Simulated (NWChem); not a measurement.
System: C₃H₅FO; SMILES FC1COC1

```xyz
10

F      0.2554    -1.7167     0.0000
C     -0.4518    -0.5516     0.0000
C     -0.0103     0.4910     1.0252
O      0.2191     1.4542     0.0000
C     -0.0103     0.4910    -1.0252
H     -1.5260    -0.7954     0.0000
H     -0.7590     0.8258     1.7629
H      0.9136     0.1890     1.5518
H      0.9136     0.1890    -1.5518
H     -0.7590     0.8258    -1.7629
```
Atoms are numbered in this order, from 1.

Computed with NWChem. Structure relaxed at the PBE0/def2-SVP level.

Question: Estimate the computed values for PBE/def2-SVP. Quantities: highest occupied level (eV); orbital gap (eV); dipole (D).

Answer: 
```yaml
highest occupied level (eV): -5.74
orbital gap (eV): 6.55
dipole (D): 1.16
```
